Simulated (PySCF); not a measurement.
CH₂Li₂, SMILES [Li][CH2][Li]. Atoms are numbered in the order given.

```xyz
5

C      0.0000     0.0000    -0.3338
H      0.0000     0.8865    -0.9947
H      0.0000    -0.8865    -0.9947
Li    -1.6603     0.0000     0.6653
Li     1.6603     0.0000     0.6653
```
Charge 0, spin multiplicity 1.

The structure is a stationary point at r2SCAN-D4/def2-TZVPD.

The numbers are results of B3LYP/def2-TZVPD run with PySCF, not measurements.

Symmetry labels are those of the subgroup C2v that the program uses (full group C2v).

Computed valence orbital energies around the gap with their symmetry:
| orbital | symmetry | energy (eV) |
|---|---|---|
| HOMO−6 | A1 | -273.28 |
| HOMO−5 | A1 | -53.09 |
| HOMO−4 | B1 | -53.09 |
| HOMO−3 | A1 | -14.39 |
| HOMO−2 | B2 | -7.86 |
| HOMO−1 | A1 | -4.82 |
| HOMO | B1 | -3.24 |
| LUMO | A1 | -1.24 |
| LUMO+1 | B1 | -0.81 |
| LUMO+2 | A1 | 0.09 |
| LUMO+3 | B2 | 0.13 |
